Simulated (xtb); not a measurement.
H4Sn, charge +1, doublet, geometry from GFN2-xTB (such geometries of metal compounds can be far from the true shape) (a state made from the parent by changing its charge; the spin is typed, not shown lowest); GFN2-xTB in xtb.

Input for xtb:
```
$ xtb mol.xyz --gfn 2 --chrg 1 --uhf 1 --hess --json

# file mol.xyz
5

Sn    -0.00000000     0.00000000     0.00000000
H     -0.83556149     1.27089269    -0.83469882
H     -0.20930557    -1.21031996    -1.22530410
H     -0.18607163    -1.06230516     1.35902114
H      1.23093869     1.00173242     0.70098178
```

Output, abridged:

```
   ID    Z sym.   atoms
    1   50 Sn     1
    2    1 H      2-5

           -------------------------------------------------
          |                Calculation Setup                |
           -------------------------------------------------

           -------------------------------------------------
          |                 G F N 2 - x T B                 |
           -------------------------------------------------

          ...................................................
          :                      SETUP                      :
          :.................................................:
          :  # basis functions                  14          :
          :  # atomic orbitals                  13          :
          :  # shells                            7          :
          :  # electrons                         7          :
          :  max. iterations                   250          :
          :  Hamiltonian                  GFN2-xTB          :
          :  restarted?                      false          :
          :  GBSA solvation                  false          :
          :  PC potential                    false          :
          :  electronic temp.          300.0000000     K    :
          :  accuracy                    1.0000000          :
          :  -> integral cutoff          0.2500000E+02      :
          :  -> integral neglect         0.1000000E-07      :
          :  -> SCF convergence          0.1000000E-05 Eh   :
          :  -> wf. convergence          0.1000000E-03 e    :
          :  Broyden damping             0.4000000          :
          :  net charge                          1          :
          :  unpaired electrons                  1          :
          ...................................................

 iter      E             dE          RMSdq      gap      omega  full diag
   1     -3.4324256 -0.343243E+01  0.215E+01    2.90       0.0  T
   2     -3.5556157 -0.123190E+00  0.871E+00    4.81       1.0  T
   3     -3.5566727 -0.105693E-02  0.487E+00    4.24       1.0  T
   4     -3.5604217 -0.374899E-02  0.410E-01    4.59       1.0  T
   5     -3.5604843 -0.626470E-04  0.975E-02    4.54       1.0  T
   6     -3.5604951 -0.107658E-04  0.249E-02    4.56       1.8  T
   7     -3.5604953 -0.197250E-06  0.319E-03    4.55      14.0  T
   8     -3.5604953 -0.756511E-08  0.694E-05    4.55     644.0  T
   9     -3.5604953 -0.130291E-10  0.709E-06    4.55    6304.8  T

[...]
         :: total energy              -3.551812168540 Eh    ::
[...]
          :  rotor cutoff                   50.0000000 cm⁻¹ :
          :  imag. cutoff                  -20.0000000 cm⁻¹ :
          :.................................................:

    mode    ω/cm⁻¹     T·S(HO)/kcal·mol⁻¹    T·S(FR)/kcal·mol⁻¹   T·S(vib)
   ------------------------------------------------------------------------
       1    265.04    -0.48548 ( 99.87%)    -0.56014 (  0.13%)    -0.48558
       2    265.05    -0.48546 ( 99.87%)    -0.56012 (  0.13%)    -0.48555
   ------------------------------------------------------------------------

   temp. (K)  partition function   enthalpy   heat capacity  entropy
                                   cal/mol     cal/K/mol   cal/K/mol   J/K/mol
 298.15  VIB   2.69                 1033.172      7.511      5.431
         ROT   423.                  888.752      2.981     14.999
         INT  0.114E+04             1921.924     10.492     20.430
         TR   0.132E+28             1481.254      4.968     40.311
         TOT                        3403.1778    15.4597    60.7410   254.1403

       T/K    H(0)-H(T)+PV         H(T)/Eh          T*S/Eh         G(T)/Eh
   ------------------------------------------------------------------------
    298.15    0.542331E-02    0.225422E-01    0.288600E-01   -0.631785E-02
   ------------------------------------------------------------------------

         :::::::::::::::::::::::::::::::::::::::::::::::::::::
         ::                  THERMODYNAMIC                  ::
         :::::::::::::::::::::::::::::::::::::::::::::::::::::
         :: total free energy          -3.558130016515 Eh   ::
         ::.................................................::
         :: total energy               -3.551812168539 Eh   ::
         :: zero point energy           0.017118846146 Eh   ::
         :: G(RRHO) w/o ZPVE           -0.023436694121 Eh   ::
         :: G(RRHO) contrib.           -0.006317847975 Eh   ::
         :::::::::::::::::::::::::::::::::::::::::::::::::::::

           -------------------------------------------------
          | TOTAL ENERGY               -3.551812168539 Eh   |
          | TOTAL ENTHALPY             -3.529270013309 Eh   |
          | TOTAL FREE ENERGY          -3.558130016515 Eh   |
          | GRADIENT NORM               0.000002038427 Eh/α |
          | HOMO-LUMO GAP               4.553760027951 eV   |
           -------------------------------------------------

normal termination of xtb
```
